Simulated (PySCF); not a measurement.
Work out the structure from these simulated measurements.

Formula: C7H4FNO.

| Property | Result |
| --- | --- |
| Rotational structure | rotational constants A, B, C: 3.697, 0.727, 0.608 GHz [PBE0-D3(BJ)/def2-TZVP] |
| Dipole | 1.79 D [B97-2/pcSseg-2] |
| 13C NMR | chemical shifts (computed TMS as zero) by class: 174.1 (1 C), 144.1 (1 C), 137.6 (1 C), 132.3 (1 C), 128.0 (1 C), 117.6 (1 C), 117.4 (1 C) ppm [GIAO B97-2/pcSseg-2] |
| 1H NMR | chemical shifts (computed TMS as zero) by class: 7.51 (1 H), 7.08 (1 H), 7.04 (1 H), 6.91 (1 H) ppm [GIAO B97-2/pcSseg-2] |
| NMR, other nuclei | isotropic shieldings of nuclei other than C and H, by class: 194 (1 N), 161 (1 O), 289 (1 F) ppm [GIAO B97-2/pcSseg-2] |

Electronic properties: PySCF, gas phase, density fitting. Levels stand in brackets. The structure is a single PBE0-D3(BJ)/def2-TZVP conformer in the gas phase; no vibrational or solvent corrections. NMR values are class means; diastereotopic atoms form classes of their own.

Question: Propose a structure and show how it fits.

Answer: Numbering: `[O:1]=[C:2]=[N:3][c:4]1[cH:5][cH:6][cH:7][c:8]([F:9])[cH:10]1`. Its formula, C7H4FNO, gives 6 degrees of unsaturation: 1 ring and 5 π bonds in the structure found (Kekulé form). 7 carbons fall into 7 classes; from least to most shielded: aromatic C–F carbon [C8] (174.1 ppm), aromatic carbon bearing nitrogen [C4] (144.1 ppm), aromatic CH carbon [C6] (137.6 ppm), isocyanate carbon [C2] (132.3 ppm), aromatic CH carbon [C5] (128.0 ppm), aromatic CH carbon [C7] (117.6 ppm), aromatic CH carbon [C10] (117.4 ppm). Hydrogen classes from least to most shielded: 1 H on an aromatic CH carbon, C6 (7.51 ppm), 1 H on an aromatic CH carbon, C5 (7.08 ppm), 1 H on an aromatic CH carbon, C7 (7.04 ppm), 1 H on an aromatic CH carbon, C10 (6.91 ppm). The other shieldings belong to: 194 ppm, isocyanate nitrogen [N3]; 161 ppm, oxygen bonded to C [O1]; 289 ppm, aryl fluorine [F9]. The optimised geometry has point group Cs and is an asymmetric top. Structure: `c1(N=C=O)cccc(c1)F`. The assignments are read from this structure; whether some other isomer fits the data as well wasn't checked.

The values belong to the conformer `[O:1]=[C:2]=[N:3][c:4]1[cH:5][cH:6][cH:7][c:8]([F:9])[cH:10]1`: C2–N3–C4–C5 0°.
